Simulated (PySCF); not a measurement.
Z-matrix (Å, degrees):
```
Zr
C 1 2.2334
H 2 1.1103 1 111.52
H 2 1.1104 3 107.49 1 -122.41
H 2 1.1104 3 107.47 4 -115.41
C 1 2.2334 2 109.41 3 119.38
H 6 1.1104 1 111.46 2 119.52
H 6 1.1104 7 107.48 1 122.34
H 6 1.1104 7 107.47 8 115.40
C 1 2.2335 2 109.48 3 -0.58
H 10 1.1104 1 111.46 2 119.33
H 10 1.1104 11 107.47 1 -122.34
H 10 1.1104 11 107.47 12 -115.39
C 1 2.2335 2 109.48 3 -120.67
H 14 1.1104 1 111.45 2 120.39
H 14 1.1104 15 107.46 1 122.33
H 14 1.1104 15 107.45 16 115.37
```
Charge 0, multiplicity 1.

Task: What LUMO, HOMO–LUMO gap and charge on the central atom (Mulliken) does TPSSh-D3(BJ)/def2-TZVP // TPSS-D3(BJ)/def2-SVP run with PySCF give?

Result: 
* **LUMO**: -1.29 eV
* **HOMO–LUMO gap**: 5.43 eV
* **charge on the central atom (Mulliken)**: 1.47 e
